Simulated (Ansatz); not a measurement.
`F[SiH](F)S` + NH₃ → `N[SiH](F)S` + H–F at 298.15 K and 1 bar (ligand exchange at the Si–F bond).

Program: Ansatz. Geometries: PBE0-D4/def2-TZVP. ΔE: electronic, gas phase. CCSD(T)/CBS adds triple-zeta CCSD(T) − MP2 to the extrapolated MP2 energy (def2 sets, frozen cores). This one scheme is used for every species. Each species was taken in one conformer, which may not be the lowest.

| species | CCSD(T)/CBS energy (Eh) | H − E (kJ/mol) | S (J/(mol·K)) |
| --- | --- | --- | --- |
| `F[SiH](F)S` | -887.80771 | 81.0 | 314.2 |
| NH₃ | -56.50880 | 100.5 | 192.4 |
| `N[SiH](F)S` | -843.89255 | 145.0 | 324.0 |
| H–F | -100.39570 | 33.5 | 173.6 |

H − E and S are ideal-gas, rigid-rotor, harmonic terms from PBE0-D4/def2-TZVP, for one conformer and one mirror image of each species. 1 Eh = 2625.50 kJ/mol, R = 8.31446 J/(mol·K).

Problem. By hand: ΔE, ΔH, ΔS and ΔG.

Solution. ΔE = (-843.89255) + (-100.39570) − (-887.80771) − (-56.50880) = 0.02826 Eh = 74.2 kJ/mol. Δ(H − E) = 145.0 + 33.5 − 81.0 − 100.5 = -3.0, so ΔH = 71.2 kJ/mol. ΔS = 324.0 + 173.6 − 314.2 − 192.4 = -9.0 J/(mol·K). ΔG = 71.2 − 298.15 × (-9.0)/1000 = 73.9 kJ/mol.

Problem. By hand: the equilibrium constant, and the temperature at which ΔG would vanish if ΔH and ΔS stayed fixed.

Solution. log₁₀ K = −ΔG/(RT ln 10) = -12.9. ΔH and −TΔS have one sign here, so there is no such temperature.

The number of gas molecules stays the same, so ΔS is small and ΔH decides. A doubt of 5 kJ/mol in ΔE shifts log₁₀ K by 0.9 here. Other conformers and mirror images would add mixing entropy, several J/(mol·K) or more a flexible species. These are equilibria of isolated gas molecules and say nothing of rates. Largest T1 diagnostic: 0.012 (customary marks: 0.02 for closed shells, 0.045 for open ones).

ΔS is within the doubt of such terms, so its sign, and with it that verdict, could turn.
